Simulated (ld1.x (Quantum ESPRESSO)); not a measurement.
Results of a calculation; reference values are marked as such.
# Hardness and transferability of assorted potentials

Generated with ld1.x 7.5 (TM, RRKJ, ultrasoft, PAW), atompaw 4.2 or ONCVPSP 4.0.1. The cutoff is in Ry: for ld1.x and atompaw files where the sum of valence levels is converged to 10 mRy in a Bessel basis, for ONCV files where the hardest occupied wave has 1 mHa per electron of residual kinetic energy. The error is the largest all-electron minus pseudo excitation energy over each file’s own four to seven test configurations (ionisations up to +4, promotions, holes and added fractions of an electron), all of which were solved. The labels leave out finer settings (local radius, basis sizes, second energies), which also bear on the numbers. Spin-polarised tests are not counted. The rows are a selection from randomly drawn settings: files with unsolved tests, undetermined cutoffs or missed reference levels are left out.

A true bound ghost makes a file unfit for plane-wave use even where its test errors are small: the radial tests pick states by their node count and pass the ghost by.

```tsv
element	potential	cutoff (Ry)	largest error (meV)	bound ghosts
B	RRKJ, BP86, scalar-relativistic, rc 0.95/2.30/2.40 (spd), local s, core correction yes, reference 2s1 2p0	70	+321	none
V	PAW, PBE, scalar-relativistic, rc 1.60/1.70/1.85 (spd), local smoothed, core correction yes, reference 3s2 3p6 3d3 4s1.75 4p0.25	35	+2.6	none
Mn	ultrasoft, PBEsol, scalar-relativistic, rc 2.50/1.35/1.40 (spd), local smoothed, core correction yes, reference 3p6 3d5 4s2 4p0	55	-23	none
Sn	TM, PBE, scalar-relativistic, rc 1.50/1.75/1.12/1.75 (spdf), local d, core correction yes, reference 4d10 5s1 5p0	100	-259	s, p
Sb	ultrasoft, Wu–Cohen, scalar-relativistic, rc 2.10/2.70/1.05 (spd), local smoothed, core correction yes, reference 4d10 5s2 5p3	140	-35	none
```

Task: Fill in the row for Al: TM, BLYP, scalar-relativistic, rc 1.80/2.20/1.90 (spd), local d, core correction yes, reference 3s2 3p1.

Result: cutoff 10 Ry, largest error +32 meV, bound ghosts: none.

Task: Fill in the row for Cd: PAW, PBE, non-relativistic, rc 2.90/2.30/2.00/2.70 (spdf), local smoothed, core correction yes, reference 4d10 5s2 5p0.

Result: cutoff 30 Ry, largest error -139 meV, bound ghosts: s, p.

Task: Fill in the row for S: ultrasoft, PBEsol, scalar-relativistic, rc 1.40/1.65 (sp), local smoothed, core correction no, reference 3s2 3p2.

Result: cutoff 21 Ry, largest error +76 meV, bound ghosts: none.
